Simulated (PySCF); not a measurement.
**Spectroscopy problems**

- J: B3LYP/pcJ-1 (spin–dipole term left out of most H,H and C,H couplings)
- GFN2-xTB geometry
- shieldings: GIAO PBE0/pcSseg-1
- code: PySCF 2.14.0 with density-fitted response routines
- relativity neglected, single conformer, in vacuum, fast rotation and ring inversion assumed for equivalent nuclei

Chemical shifts δ = σref − σ; TMS for ¹H, ¹³C, all at this level. Multiplet labels drop J under 1 Hz and among equivalent protons, and merge close values. Unscaled 3J(H,H) run several per cent high. Splittings of carbon signals by F and P are missing where no couplings were computed. Where no couplings were computed, multiplicities follow the n + 1 count of equivalent neighbours, and m marks all less simple cases (inequivalent or close neighbours, rings, F or P nearby). Acid and N–H amide carbonyl carbons lie up to 10 ppm further downfield in solution (hydrogen bonding). Shifts are as computed. Against solution values, carbons near 30 ppm lie about +3 ppm off and those near 130 ppm about +5 ppm; carbons on Cl a further +6 ppm. Of 1211 compounds with measured shifts, 218 miss one by over three times the rms of a fit or turn the order of signals round; such compounds aren't used in these exercises. Carbons bonded to Cl come out too deshielded. OH and NH positions are gas-phase values without hydrogen bonding to other molecules.

**Question.** C₅H₃FO₂. ¹H NMR (300 MHz, computed): δ 7.11 (m, 1H), 6.37 (br s, 1H), 5.26 (m, 1H). ¹³C{¹H} NMR (computed): δ 171.5 (CH), 158.3 (C), 96.0 (CH), 95.4 (C), 86.1 (C). What is it?

**Answer.** `InChI=1S/C5H3FO2/c6-4-2-1-3-5(7)8/h2,4H,(H,7,8)/b4-2-`. The formula gives 4 degrees of unsaturation (no ring in the answer). 5 carbon signals for 5 carbons: no two carbons are equivalent. Carbon types of the structure: 3 × C, 2 × CH, leaving 1 H on heteroatoms. δC 171.5, 96.0: alkene CH. δC 158.3: carboxylic acid carbon; it is a carbonyl in resonance with an O or N lone pair, the region of acids, esters and amides. δC 95.4, 86.1: alkyne carbon; the triple bond shields along its axis, which puts it between sp3 and sp2 carbons. δH 7.11, 5.26: hydrogen on an alkene CH; olefinic region.

This is the structure that produced the data.

**Question.** C₉H₇ClO₂. ¹H NMR (600 MHz, computed): δ 10.21 (s, 1H), 9.59 (s, 1H), 8.01 (d, 1H), 7.76 (d, 1H), 2.89 (s, 3H). ¹³C{¹H} NMR (computed): δ 193.9, 178.2, 157.5, 144.5, 143.1, 139.4, 136.9, 135.8, 27.1. Give a structure.

**Answer.** SMILES Cc1ccc(C=O)cc1C(=O)Cl. The formula gives 6 degrees of unsaturation (1 ring in the answer). 9 carbon signals for 9 carbons: no two carbons are equivalent. Carbon types of the structure: 4 × C, 4 × CH, 1 × CH3, which accounts for all hydrogens. δC 193.9: aldehyde carbonyl carbon; the double bond to the heteroatom, with no lone-pair donor beside it, deshields it most. δC 144.5, 143.1, 136.9: aromatic CH. δH 10.21: hydrogen on an aldehyde carbonyl carbon; the formyl region, downfield of aromatic protons. δH 9.59, 8.01, 7.76: hydrogen on an aromatic CH.

This is the structure that produced the data.

**Question.** C₆H₃N₃. ¹H NMR (600 MHz, computed): δ 10.99 (br s, 1H), 3.75 (s, 1H), 3.21 (s, 1H). ¹³C{¹H} NMR (computed): δ 138.8, 130.8, 104.2, 95.9, 77.8, 73.6. Identify the compound.

**Answer.** SMILES C#Cc1nn[nH]c1C#C. The formula gives 7 degrees of unsaturation (1 ring in the answer). 6 carbon signals for 6 carbons: no two carbons are equivalent. Carbon types of the structure: 4 × C, 2 × CH, leaving 1 H on heteroatoms. δC 138.8, 130.8: substituted aromatic carbon next to a ring nitrogen. δC 104.2, 95.9: terminal alkyne carbon; the triple bond shields along its axis, which puts it between sp3 and sp2 carbons. δC 77.8, 73.6: alkyne carbon; the triple bond shields along its axis, which puts it between sp3 and sp2 carbons. δH 10.99: hydrogen on a pyrrole-type ring nitrogen; labile proton, position sensitive to the medium.

The data come from this structure; uniqueness wasn't tested.
